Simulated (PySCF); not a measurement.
**Ionisation energy along the 9-electron series**

Calculated with PySCF 2.14 and a two-component X2C-1e Hamiltonian (Gaussian nucleus, no Breit or QED terms), each ion in its own even-tempered basis scaled to its charge; GMP2 freezes nothing and drops the highest virtual spinors. Values in eV. NIST values: (m) measured, (s) semi-empirical, (t) theoretical.

```csv
ion,configuration,GHF (spin-free),GMP2 (spin-free),GHF (screened spin-orbit),GMP2 (screened spin-orbit),NIST
Dy⁵⁷⁺,[He] 2s2 2p5,12624.5,12626.1,12382.5,12384.1,12370 ± 6 (t)
Ho⁵⁸⁺,[He] 2s2 2p5,13061.5,13063.1,12803.0,12804.6,12790 ± 6 (t)
Er⁵⁹⁺,[He] 2s2 2p5,13506.5,13508.2,13230.8,13232.4,13217 ± 7 (t)
```

Between Z = 66 and Z = 68 the GMP2 (screened spin-orbit) value grows as Z to the power 2.22.
